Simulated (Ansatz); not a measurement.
Basis-set extrapolation for `[CH3][Al]1[NH]C(F)[O]1` (PBE0-D4/def2-TZVP geometry, frozen core, Ansatz). Multiplicity 1, RHF reference.

|  | def2-TZVPP | def2-QZVPP |
| --- | --- | --- |
| HF | -549.528245 | -549.549576 |
| MP2 correlation | -1.098977 | -1.184832 |
| CCSD(T) correlation | -1.167293 | not run |

Energies in hartree. Use E(X) = E(∞) + A·exp(−7.88·√X) for Hartree–Fock and E(X) = E(∞) + B·X^(−2.97) for correlation, with X = 3 and 4, and add CCSD(T) minus MP2 of the smaller set to the MP2 limit.

What is the CCSD(T) energy at the basis-set limit?

HF limit: -549.549576 + (-0.021331) × 0.13774 = -549.55251. MP2 limit: -1.184832 + (-0.085855) × 0.74074 = -1.24843. Higher-order term: -1.167293 − (-1.098977) = -0.06832. Total: -550.86926 hartree, 456.1 kJ/mol below CCSD(T)/def2-TZVPP.
